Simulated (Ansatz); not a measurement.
Reaction (atomization): `C=C1C[SiH]1F` → 3 C• + F• + 5 H• + Si•

Program: Ansatz. Geometries: PBE0-D4/def2-TZVP. ΔE: electronic, gas phase. CCSD(T)/CBS adds triple-zeta CCSD(T) − MP2 to the extrapolated MP2 energy (def2 sets, frozen cores). This one scheme is used for every species, atoms too. For atomizations the MP2-based limit and the directly extrapolated one differ by several kJ/mol either way, and by 10 to 25 for some Ge, Se and Sn compounds, so smaller differences from it don't rank the levels. Functionals use def2-TZVPP. No spin–orbit coupling; open shells (•) take unrestricted orbitals. Spin–orbit coupling would lower the free atoms: a little for C, F, Si.

| level | ΔE (kcal/mol) |
| --- | --- |
| B2PLYP | 954.9 |
| CCSD(T)/def2-SVP | 910.4 |
| CCSD(T)/def2-TZVPP | 938.7 |
| SCS-MP2/def2-QZVPP | 967.4 |

(1) What does CCSD(T)/CBS give? (Estimate.)

(2) What do rigid-rotor, harmonic-oscillator terms from PBE0-D4/def2-TZVP frequencies (298.15 K, 1 bar) make of the CCSD(T)/CBS value? (An estimate is asked.)

Largest T1 diagnostic among the species: 0.012.

Results:

(1) Ansatz gave: +963.7 kcal/mol. The listed levels differ from it by -8.8, -53.3, -25.0, 3.7 kcal/mol.

(2) Computed: ΔZPE = -43.4 kcal/mol, ΔH = +930.7 kcal/mol, ΔS = 1057 J/(mol·K), ΔG = +855.4 kcal/mol. Open shells count their whole term as degenerate.

Leaving LDA and LC-ωPBE aside and taking each functional with its dispersion term where it has one, the values, not all of them listed here, spread over 53.3 kcal/mol, from BHLYP-D4 to PBE-D4. LDA lies +122.3 kcal/mol from PBE without D4, its usual overbinding. From BLYP to BHLYP (50 % exact exchange), in def2-TZVPP and without D4, ΔE moves by −23.5 kcal/mol: exact exchange takes away binding that semilocal exchange gives to molecules. The D4 term adds +7.6 kcal/mol with B3LYP and +3.9 kcal/mol with PBE0; it sums over pairs of atoms, weighted by their polarisabilities, and B3LYP, whose exchange is more repulsive, gets the larger term.

B3LYP here is the variant with VWN-RPA as its local correlation; programs differ in this.
